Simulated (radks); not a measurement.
Species: Pd13+. Configuration: [Ar] 3d10 4s2 4p3 (the NIST ground configuration).

Calculated with a radial shooting solver on a logarithmic mesh with Libxc functionals: Dirac Kohn-Sham, LB94 model potential, spin-unpolarised, spherical densities, finite nucleus; open shells fill j = l - 1/2 first; Fermi nuclear charge, rms radius 4.5318 fm.

Energy parts (hartree):
| part | energy |
|---|---|
| kinetic | 5230.50404 |
| electron-nucleus | -11747.14368 |
| Hartree | 1661.94136 |
(The LB94 potential has no energy functional, so no total or exchange-correlation energy is given.)

Orbitals (lengths in bohr, moments of r in powers of bohr):
| orbital | occ. | eigenvalue (hartree) | <r^2> | <r> | <1/r> |
|---|---|---|---|---|---|
| 1s1/2 | 2 | -903.6053 | 0.001366 | 0.03180 | 48.29 |
| 2s1/2 | 2 | -142.0244 | 0.02235 | 0.1376 | 11.11 |
| 2p1/2 | 2 | -132.7744 | 0.01671 | 0.1167 | 11.11 |
| 2p3/2 | 4 | -126.8391 | 0.01803 | 0.1216 | 10.46 |
| 3s1/2 | 2 | -34.64806 | 0.1626 | 0.3772 | 3.873 |
| 3p1/2 | 2 | -30.96289 | 0.1576 | 0.3684 | 3.792 |
| 3p3/2 | 4 | -29.92187 | 0.1665 | 0.3790 | 3.635 |
| 3d3/2 | 4 | -23.39667 | 0.1457 | 0.3500 | 3.489 |
| 3d5/2 | 6 | -23.18431 | 0.1483 | 0.3534 | 3.449 |
| 4s1/2 | 2 | -13.01462 | 0.8134 | 0.8509 | 1.652 |
| 4p1/2 | 2 | -11.73669 | 0.8726 | 0.8788 | 1.577 |
| 4p3/2 | 1 | -11.49613 | 0.9094 | 0.8975 | 1.531 |
| 4d3/2 | 0 | -9.38986 | 1.044 | 0.9563 | 1.388 |
| 4d5/2 | 0 | -9.34565 | 1.056 | 0.9618 | 1.378 |
| 5s1/2 | 0 | -6.91858 | 2.691 | 1.552 | 0.9069 |

The highest occupied level is 4p3/2 at -312.83 eV. For comparison, the ionisation energy in NIST's Atomic Spectra Database is 311 eV (theoretical). In exact Kohn-Sham theory the highest level is minus the ionisation energy, but local and semilocal functionals leave it too shallow, through self-interaction and a potential that decays too fast; potentials with the right tail come closer. The electron density at the nucleus is 1.33e+05 e/bohr^3. The density falls to 0.001 e/bohr^3 at r = 1.95 bohr. Summed over all electrons, <r^2> = 7.214 bohr^2, which gives a Langevin (diamagnetic) susceptibility term of -5.71 x 10^-6 cm^3/mol.

Beside tabulated values, note that spin-unpolarised runs miss the spin-polarisation part of the exchange energy of open shells.
